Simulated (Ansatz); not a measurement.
`[PH2][GeH2][SH]` + `[OH][SbH2]` → `P[O][SbH2]` + `[SH][GeH3]` at 500 K and 1 bar (cleavage of the P–Ge bond).

Isolated molecules relaxed with PBE0-D4/def2-TZVP in Ansatz; ΔE leaves out vibrations. CBS: MP2 limit from def2 TZ/QZ plus the TZ coupled-cluster correction, frozen cores. Elements past krypton have def2 core potentials. For Ge, Sb outer-core shells are correlated without core-valence functions, which leaves a few kJ/mol of doubt a bond. Scalar relativity is left out up to krypton. One conformer a species, not always the lowest.

```csv
species,CCSD(T)/CBS energy (Eh),H − E (kJ/mol),S (J/(mol·K))
`[PH2][GeH2][SH]`,-2817.85197,154.7,396.8
`[OH][SbH2]`,-316.98030,96.1,310.6
`P[O][SbH2]`,-658.51611,128.8,385.6
`[SH][GeH3]`,-2476.30083,114.8,326.3
```

H − E and S are ideal-gas, rigid-rotor, harmonic terms from PBE0-D4/def2-TZVP, for one conformer and one mirror image of each species. 1 Eh = 2625.50 kJ/mol, R = 8.31446 J/(mol·K).

By hand: ΔE, ΔH, ΔS and ΔG.

ΔE = (-658.51611) + (-2476.30083) − (-2817.85197) − (-316.98030) = 0.01533 Eh = 40.2 kJ/mol. Δ(H − E) = 128.8 + 114.8 − 154.7 − 96.1 = -7.2, so ΔH = 33.0 kJ/mol. ΔS = 385.6 + 326.3 − 396.8 − 310.6 = 4.5 J/(mol·K). ΔG = 33.0 − 500 × (4.5)/1000 = 30.8 kJ/mol.

By hand: the equilibrium constant, and the temperature at which ΔG would vanish if ΔH and ΔS stayed fixed.

log₁₀ K = −ΔG/(RT ln 10) = -3.2. ΔG = 0 at ΔH/ΔS = 7333 K, far beyond where these terms or the molecules hold.

The number of gas molecules stays the same, so ΔS is small and ΔH decides. A doubt of 5 kJ/mol in ΔE shifts log₁₀ K by 0.5 here. Other conformers and mirror images would add mixing entropy, several J/(mol·K) or more a flexible species. Modes under 60 cm⁻¹, often nearly free rotors, make the harmonic entropy too high. These are equilibria of isolated gas molecules and say nothing of rates. Largest T1 diagnostic: 0.015 (customary marks: 0.02 for closed shells, 0.045 for open ones).
